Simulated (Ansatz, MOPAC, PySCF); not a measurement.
Complex: H2O (SMILES O) (first 3 atoms) with Si2H6 (SMILES [SiH3][SiH3]); geometry from B3LYP-D3(BJ)/def2-TZVP, rigid monomers moved along the line of their centres of mass till O1···Si5 is 3.58 Å.
(charge 0, multiplicity 1):
```xyz
11

O      0.769     0.688     0.747
H      1.574     0.167     0.656
H      0.170     0.358     0.068
Si    -0.604    -1.318     3.395
Si    -0.592     0.938     4.049
H      0.769    -1.801     3.105
H     -1.432    -1.522     2.180
H     -1.163    -2.187     4.463
H      0.789     1.470     4.076
H     -1.157     1.067     5.418
H     -1.425     1.754     3.136
```

Monomers are frozen at their geometry in the pair; levels with a basis set take the counterpoise correction. Rows marked so take none.

Rows in 3-21G, 6-31G* carry no dispersion term and start afresh at each structure (6-31G* with six Cartesian d functions). The state reached by PM7 isn't checked; PM7 holds dispersion and hydrogen-bond terms.

The values were computed with Ansatz (a first-principles code); MOPAC for PM7 (differences of heats of formation); PySCF for 3-21G rows, 6-31G* rows, the dispersion terms. 

One of these levels gives -14.7 kJ/mol for the interaction energy. Name it.
(A) B3LYP/3-21G (no counterpoise)
(B) PBE-D4/def2-TZVPPD
(C) PM7
(D) BP86/6-31G* (no counterpoise)

D, BP86/6-31G* (no counterpoise). The others give -6.4 (PM7), -10.6 (PBE-D4/def2-TZVPPD), -38.3 (B3LYP/3-21G (no counterpoise))
